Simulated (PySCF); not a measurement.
Members of one family of related compounds. The calculation used TDDFT CAM-B3LYP/def2-SVPD, vertical, gas phase, core orbitals frozen in the response in PySCF 2.14.0, density-fitted response routines. Geometries: GFN2-xTB; one conformer of each isolated species. Triplets are in the Tamm–Dancoff approximation.

Question: Rank by computed lowest singlet excitation energy, highest first.
A. `O=C[SiH2]O[SiH2]O[SiH3]`
B. `C#C[SiH2]O[SiH2]O[SiH3]`
C. `NC[SiH2]O[SiH2]O[SiH3]`
D. `O[SiH2]O[SiH2]O[SiH3]`
E. `CN[SiH2]O[SiH2]O[SiH3]`

Answer: D (7.42 eV), E (6.13 eV), B (5.98 eV), C (5.80 eV), A (3.18 eV).

| SMILES | S1 (eV) | α (au) | f (S1) | T1 (eV) | first f ≥ 0.01 (nm) | gap (eV) | S1 mainly |
| --- | --- | --- | --- | --- | --- | --- | --- |
| O[SiH2]O[SiH2]O[SiH3] | 7.42 | 81.9 | 0.017 | 7.09 | 167 | 10.59 | H→L (61%) |
| CN[SiH2]O[SiH2]O[SiH3] | 6.13 | 98.2 | 0.005 | 5.88 | 192 | 9.23 | H→L+1 (40%) |
| C#C[SiH2]O[SiH2]O[SiH3] | 5.98 | 98.6 | 0.000 | 5.03 | 155 | 10.18 | H→L (60%) |
| NC[SiH2]O[SiH2]O[SiH3] | 5.80 | 100.0 | 0.020 | 5.50 | 214 | 8.78 | H→L (61%) |
| O=C[SiH2]O[SiH2]O[SiH3] | 3.18 | 93.8 | 0.000 | 2.49 | 200 | 8.01 | H→L (96%) |

H and L stand for HOMO and LUMO.

Mean S1 by what the SMILES shows (count): single bonds only 6.45 eV (3); a double or triple bond but no aromatic ring 4.58 eV (2).
